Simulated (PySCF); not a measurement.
Dipole moment and polarisability of `C#CC(=C=S)[SiH2]SC`

Species: C5H6S2Si.
Structure used (GFN2-xTB), in Å, numbered top down from 1:
```xyz
14
C5H6S2Si angstrom
C     -3.528   -1.277   -0.534
C     -2.652   -0.468   -0.395
C     -1.583    0.427   -0.230
C     -1.701    1.703    0.005
S     -1.713    3.229    0.292
Si     0.129   -0.360   -0.400
S      1.566    1.099    0.215
C      3.077    0.102    0.038
H     -4.314   -1.961   -0.652
H      0.214   -1.527    0.478
H      0.382   -0.734   -1.793
H      3.023   -0.762    0.693
H      3.192   -0.209   -0.995
H      3.907    0.737    0.329
```

Level: CAM-B3LYP/def2-SVPD (PySCF), static field, nuclei fixed, core orbitals frozen in the response. The polarisability tensor in these axes (au):

```
x   143.30   8.96   4.37
y     8.96 165.69  15.70
z     4.37  15.70  88.09
```

Q: Diagonalise the tensor; give its mean and Δα, where Δα² is half the sum of the squared differences of the eigenvalues.

A: Principal values 84.92, 140.17 and 171.99 au; mean 132.36 au = 19.61 Å³ = 21.82 × 10⁻⁴⁰ C²·m²/J; Δα = 76.31 au (58 % of the mean).

Q: What is the dipole moment, and where does it point?

A: (1.23, -1.47, -0.35) D, 1.95 D in size, pointing from the negative to the positive side. Measured along this direction, the outermost atoms are S5 at the negative end and H12 and H13 at the positive end.

Q: Give the eigenvalues of the traceless quadrupole moment Θ = ½Σq(3rr − r²1), origin at the centre of nuclear charge.

A: -9.43, 0.25, 9.18 D·Å. The values depend on the origin, since the dipole doesn't vanish. The electronic extent ⟨r²⟩ about the same centre is 2017 bohr², a root-mean-square distance of 2.62 Å for the 82 electrons.

Q: Along which axes do the principal values lie, and how far do the nuclei extend along each?

A: Largest value along (0.32, 0.93, 0.19), where the nuclei span 5.83 Å; middle along (0.95, -0.32, -0.02), 6.90 Å; least along (-0.05, -0.19, 0.98), 2.38 Å. The strongest response doesn't lie along the longest of the three spans.

Q: In a dilute gas of rigid molecules at 350 K, how does the orientational term μ²/3kT compare with the electronic polarisability?

A: In Gaussian units μ²/3kT = 26.22 Å³ against 19.61 Å³, a ratio of 1.34; the Debye molar polarisation (4π/3)N_A(α + μ²/3kT) is 115.6 cm³/mol, leaving out the vibrational part.

Q: In TDDFT the mean static polarisability is Σ f/ω² over all singlet excitations (ω in hartree). How much of it do the 8 lowest give? Their energies (eV) and oscillator strengths: 2.49, 0.0003; 4.43, 0.0013; 4.77, 0.1039; 5.37, 0.1064; 5.46, 0.0006; 5.53, 0.0019; 5.59, 0.0030; 5.74, 0.0016.

A: They add up to 6.37 au, 4.8 % of the 132.36 au; the largest single term is 3.38 au, from the state at 4.77 eV. Terms in order: 0.03, 0.05, 3.38, 2.73, 0.01, 0.05, 0.07, 0.04 au. Higher excitations give the rest. The strengths listed sum to 0.219.

Geometry: GFN2-xTB, one conformer, isolated molecule.
